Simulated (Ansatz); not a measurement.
Cd₂O₂⁺. Charge 1, multiplicity 2. Geometry r2SCAN-D4/def2-TZVP; atoms count from 1.

```tsv
atom	x (Å)	y (Å)	z (Å)
Cd1	0.366	0.673	1.736
Cd2	-1.593	0.996	-0.259
O3	1.039	-0.904	-0.306
O4	0.188	-0.765	-1.171
```

In the def2 sets Cd takes a core potential; there is no spin–orbit coupling. The structure holds one bond between oxygen atoms, so isomers without such links may lie far lower. The charge 1 doublet is spin-contaminated (final ⟨S²⟩ up to 1.44, 0.75 for a pure state). The geometry of the doublet was relaxed on an unsound state (⟨S²⟩ 1.35, where a pure state has 0.75). The structure comes from a short search, and lower isomers may exist.

Estimate the Mulliken populations from the PBE0/def2-TZVP orbitals of Ansatz.


| atom | charge (e) | spin (α − β) | d electrons |
| --- | --- | --- | --- |
| Cd1 | 0.52 | -0.40 | 10.00 |
| Cd2 | 0.52 | -0.40 | 10.00 |
| O3 | -0.02 | 0.90 | – |
| O4 | -0.02 | 0.90 | – |
Mulliken values and Mayer orders depend strongly on the basis.

Where does the spin sit?

Summed by element: Cd -0.80, O 1.80, of 1 unpaired in all. Largest on single atoms: O3 0.90, O4 0.90, Cd2 -0.40.

And the Mayer bond orders between bonded heavy atoms (over 0.3)?

Cd1–Cd2 0.69 (2.81 Å); O3–O4 1.68 (1.22 Å).
